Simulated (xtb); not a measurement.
Species: C$_{9}$H$_{6}$BNS, SMILES `Bc1cc(C#N)cc2ccsc12` (charge 0, multiplicity 1).

Task: Give a relaxed geometry from GFN2-xTB in xtb 6.7.1.

Result: Several could match; the one computed here: the end point of this relaxation, one of several conformers (outside a Z-matrix the atoms follow the SMILES, hydrogens last).
Cartesian coordinates (Å) in one orientation:
```xyz
18

B     -1.625     2.306    -0.581
C     -0.955     0.960    -0.226
C     -1.709    -0.152     0.146
C     -1.122    -1.381     0.473
C     -1.946    -2.470     0.842
N     -2.615    -3.352     1.141
C      0.258    -1.544     0.439
C      1.052    -0.463     0.073
C      2.475    -0.401    -0.029
C      2.909     0.816    -0.413
S      1.630     1.956    -0.674
C      0.439     0.768    -0.253
H     -0.965     3.219    -0.890
H     -2.788     2.400    -0.535
H     -2.785    -0.068     0.185
H      0.707    -2.494     0.692
H      3.118    -1.237     0.179
H      3.921     1.137    -0.568
```
